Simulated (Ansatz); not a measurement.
`SC[SiH2][SeH]` + H₂ → `[SiH3][SeH]` + CH₃SH  (hydrogenolysis of the Si–C bond)

Isolated molecules relaxed with PBE0-D4/def2-TZVP in Ansatz; ΔE leaves out vibrations. CCSD(T)/CBS adds triple-zeta CCSD(T) − MP2 to the extrapolated MP2 energy (def2 sets, frozen cores). This one scheme is used for every species. For Se outer-core shells are correlated without core-valence functions, which leaves a few kJ/mol of doubt a bond. Scalar relativity is left out up to krypton. One conformer a species, not always the lowest.

`SC[SiH2][SeH]`:

```xyz
10

S    -0.445    0.415    1.948
C     0.501   -0.426    0.658
Si   -0.404   -0.357   -0.988
Se   -1.102    1.738   -1.532
H     0.212   -0.102    3.000
H     0.617   -1.486    0.902
H     1.496    0.013    0.551
H     0.507   -0.906   -2.026
H    -1.652   -1.155   -0.926
H     0.268    2.266   -1.587
```

H₂:

```xyz
2

H     0.355   -0.114    0.014
H    -0.355    0.114   -0.014
```

`[SiH3][SeH]`:

Cartesian coordinates in Å:
```
Si -0.065 -0.547 -0.166
Se -0.470 1.327 1.066
H -0.360 -0.327 -1.604
H -0.983 -1.572 0.387
H 1.342 -0.996 -0.024
H 0.536 2.115 0.341
```

CH₃SH:

Z-matrix (Å, degrees):
```
C
S 1 1.806
H 1 1.089 2 111.5
H 1 1.089 2 111.5 3 -123.8
H 1 1.090 2 106.2 3 118.1
H 2 1.342 1 97.1 3 61.9
```

| species | MP2/def2-SVP energy (Eh) |
| --- | --- |
| `SC[SiH2][SeH]` | -3127.76142 |
| H₂ | -1.15525 |
| `[SiH3][SeH]` | -2691.07752 |
| CH₃SH | -437.85005 |

Work out ΔE.

ΔE = (-2691.07752) + (-437.85005) − (-3127.76142) − (-1.15525) = -0.01090 Eh = -0.30 eV. CCSD(T)/CBS gives -0.22 eV.

Largest T1 diagnostic among the species: 0.010.

From r2SCAN to r2SCAN0 (25 % exact exchange), in def2-TZVPP and without D4, ΔE moves by −0.03 eV. The D4 term adds +0.17 eV with B3LYP and +0.09 eV with PBE0; it sums over pairs of atoms, weighted by their polarisabilities, and B3LYP, whose exchange is more repulsive, gets the larger term.

B3LYP here is the variant with VWN-RPA as its local correlation; programs differ in this.
